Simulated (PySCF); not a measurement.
Hg²⁺: excitation energy

Hg²⁺ [Xe] 4f14 5d10 (1S) → Hg²⁺ [Xe] 4f14 5d9 6s1, s spin flipped, as a difference of total energies. Calculation: PySCF 2.14, in ANO-RCC-VTZP (8s7p5d3f1g, 84 functions); scalar relativity by spin-free X2C-1e. Correlated levels: valence: [Xe] 4f14 frozen. The calculations carry no spin-orbit coupling.

| method | excitation energy (eV) |
| --- | --- |
| UHF | 6.323 |
| MP2 (valence) | 6.634 |
| SCS-MP2 (valence) | 6.598 |

Problem. How much does correlation contribute at MP2 (valence)?

Solution. 6.634 − (6.323) = 0.311 eV, measured against UHF.

The upper determinant mixes two multiplicities, so it lies between the two terms.

The basis was made for the ground configuration and has no added diffuse functions, so the excitation energy can come out too high.
